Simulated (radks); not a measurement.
Problem. Species: Bi4+. Configuration: [Xe] 4f14 5d10 6s1 (the NIST ground configuration). All-electron calculation, scalar-relativistic Kohn-Sham, PBEsol, spin-polarised, spherical densities, point nucleus; open shells are filled with parallel spins first (spin-orbit coupling, left out, can overturn this in heavy ions). Program: a radial shooting solver on a logarithmic mesh with Libxc functionals. Some entries of the table are withheld. Estimate them.

orbital  occ.  eigenvalue (eV)  <r> (bohr)  <1/r> (bohr^-1)
1s up       1        -90699.66     0.01579            103.4
1s down     1        -90699.62     0.01579            103.4
2s up       1        -16330.33     0.06647            24.28
2s down     1        -16330.31     0.06647            24.28
2p up       3        -13973.59     0.06055            21.22
2p down     3        -13973.57     0.06055            21.22
3s up       1        -3973.123      0.1716            8.992
3s down     1        -3973.101      0.1716            8.992
3p up       3        -3300.044      0.1738            8.108
3p down     3        -3300.023      0.1738            8.108
3d up       5        -2624.675      0.1575            7.602
3d down     5        -2624.656      0.1575            7.602
4s up       1        -943.3934      0.3771            3.879
4s down     1        -943.3596      0.3771            3.879
4p up       3        -722.8990      0.4027            3.479
4p down     3        -722.8604      0.4027            3.479
4d up       5        -471.1689      0.4226            3.131
4d down     5        -471.1245      0.4225            3.131
5s up       1        -198.8980      0.8302            1.647
5s down     1        -198.8154      0.8299            1.648
4f up       7        -193.9181      0.4409            2.745
4f down     7        -193.8699      0.4409            2.746
5p up       3        -136.8619      0.9467            1.412
5p down     3        -136.7287      0.9453            1.414
5d up       5              (1)       1.209              (2)
5d down     5              (3)       1.201              (4)
6s up       1         -51.5265       1.944           0.6615
6s down     0         -50.3316       1.944           0.6629

Solution. 
(1) 5d up eigenvalue (eV): -67.6705
(2) 5d up <1/r> (bohr^-1): 1.081
(3) 5d down eigenvalue (eV): -67.2599
(4) 5d down <1/r> (bohr^-1): 1.087
